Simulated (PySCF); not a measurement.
**Co²⁺ (cobalt, charge +2) across methods**

[Ar] 3d7, high-spin 4F determinant. All numbers are calculated (PySCF 2.14, the non-relativistic Hamiltonian (point nucleus), in aug-cc-pwCVTZ (10s9p7d4f3g, 127 functions)).

| method | E (hartree) | mean ε 3p β (eV) | mean ε 3d α (eV) | mean ε 3d β (eV) | Σ⟨r²⟩ (bohr²) | ⟨S²⟩ |
| --- | --- | --- | --- | --- | --- | --- |
| UHF | -1380.61067 | -95.948 | -38.325 | -34.663 | 15.56 | 3.754 |
| M06-L | -1381.787 | -82.626 | -28.517 | -25.734 | 15.77 | 3.756 |
| M06 | -1381.756 | -85.856 | -31.195 | -27.865 | 15.87 | 3.756 |
| PBE | -1381.570 | -81.898 | -28.455 | -26.080 | 16.07 | 3.751 |
| PBE0 | -1381.612 | -85.731 | -31.098 | -28.443 | 15.88 | 3.752 |
| r2SCAN | -1381.810 | -82.912 | -28.772 | -26.291 | 15.89 | 3.752 |
| LDA | -1379.222 | -82.085 | -28.759 | -26.113 | 16.09 | 3.751 |
| BP86 | -1382.015 | -82.019 | -28.503 | -26.245 | 16.03 | 3.751 |
